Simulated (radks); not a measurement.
Q: The iodine ion I13+ is in [Kr] 4d4. All-electron calculation, scalar-relativistic Kohn-Sham, PBE, spin-polarised, spherical densities, finite nucleus; Fermi nuclear charge, rms radius of each element as measured or else 0.836 A^(1/3) + 0.57 fm. Program: a radial shooting solver on a logarithmic mesh with Libxc functionals. Open shells are filled with parallel spins first. One electron is removed from 4p, 3d, 4s, 4d in turn, with full relaxation. Which removal costs least, and what does each cost?

A: 4d 308.59 eV; 4p 386.52 eV; 4s 443.30 eV; 3d 911.34 eV. The 4d electron leaves first.
